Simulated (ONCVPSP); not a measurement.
## What one change does to a pseudopotential (chromium, ONCV)

Cr (Z = 24), optimised norm-conserving Vanderbilt (ONCV), made with ONCVPSP 4.0.1 (PBE, fully relativistic). Core [Ne], reference 3s2 3p6 3d4 (charge +2). Waves: 3s: rc 1.25 bohr, ncon 3, nbas 7, qcut 9.4 1/bohr, 1 projector; 3p: rc 1.40 bohr, ncon 3, nbas 6, qcut 11.4 1/bohr, 2 projectors, debl 4 Ha; 3d: rc 1.10 bohr, ncon 4, nbas 9, qcut 14.5 1/bohr, 3 projectors, debl 1.5 Ha. Local part: polynomial inside 0.80 bohr (lpopt 3, dvloc0 0 Ha). Core correction: none.

Open shells are filled in proportion to 2j + 1.

Change: all radii scaled by about 1.32 (s 1.66, p 1.84, d 1.46 bohr); local potential polynomial inside 1.06 bohr (lpopt 3, dvloc0 0 Ha).

Cutoffs: the cutoffs (Ha) at which the residual kinetic energy of the hardest occupied pseudo-wave falls to 1 and 0.1 mHa per electron; they do not see the model core or the augmentation charge, which bear on the density cutoff. Errors are all-electron minus pseudo energies relative to the spin-unpolarised reference configuration.

Q: What does the change do?

A: The potential gets softer (75 Ha and 86 Ha → 57 Ha and 67 Ha); of the 3 tests that both files solve, the error grows in 3 and shrinks in 0 by more than 15 % and 0.3 meV (median size 11.0 → 19.8 meV); neither file shows a bound ghost. A larger radius leaves more room for a smooth pseudo-wave, so fewer plane waves are needed. More of the atom is replaced by a form fitted at one configuration, so other configurations suffer.

| quantity | base | changed |
| --- | --- | --- |
| cutoff, loose | 75 Ha | 57 Ha |
| cutoff, tight | 86 Ha | 67 Ha |
| loose cutoff by channel | s 31 Ha, p 27 Ha, d 75 Ha | s 24 Ha, p 24 Ha, d 57 Ha |
| bound ghosts | none | none |
| GHOST(+) flags under 300 eV | none | none |
| tests with a reliable result | 3 of 4 | 3 of 4 |
| error for 3s2 3p6 3d5, meV [ΔE -16.05 eV] | +2.1 | +3.0 |
| error for 3s2 3p6 3d3, meV [ΔE 30.75 eV] | +11 | +20 |
| error for 3s2 3p6 3d4 4s1 4p1, meV [ΔE -19.45 eV] | +267 | +351 |
